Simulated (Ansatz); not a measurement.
Consider the cleavage of the B–B bond: `FBBF` + `O[SiH2][SiH3]` → `FBO[SiH2][SiH3]` + `BF`.

Computed with Ansatz on PBE0-D4/def2-TZVP structures; ΔE is electronic, products minus reactants. CCSD(T)/CBS adds triple-zeta CCSD(T) − MP2 to the extrapolated MP2 energy (def2 sets, frozen cores). This one scheme is used for every species. Functionals use def2-TZVPP. B3LYP here is the variant with VWN-RPA as its local correlation; programs differ in this. One conformer a species, not always the lowest.

| level | ΔE (kcal/mol) | difference from CCSD(T)/CBS |
| --- | --- | --- |
| B3LYP-D4 | -46.8 | -0.5 |
| ωB97X-V | -45.6 | 0.7 |
| ωB97M-V | -47.0 | -0.7 |
| B2PLYP | -46.8 | -0.5 |
| PBE | -42.6 | 3.7 |
| r2SCAN | -46.5 | -0.2 |
| CCSD/def2-TZVPP | -46.7 | -0.4 |
| MP2/def2-QZVPP | -48.0 | -1.7 |
| HF/CBS(def2) | -48.9 | -2.6 |
| CCSD/CBS(def2) | -46.3 | 0.0 |
| CCSD(T)/CBS | -46.3 | 0 |

Largest T1 diagnostic among the species: 0.014.

The D4 term adds −1.4 kcal/mol with B3LYP and −0.8 kcal/mol with PBE0; it sums over pairs of atoms, weighted by their polarisabilities, and B3LYP, whose exchange is more repulsive, gets the larger term. From PBE to PBE0 (25 % exact exchange), in def2-TZVPP and without D4, ΔE moves by −1.4 kcal/mol.
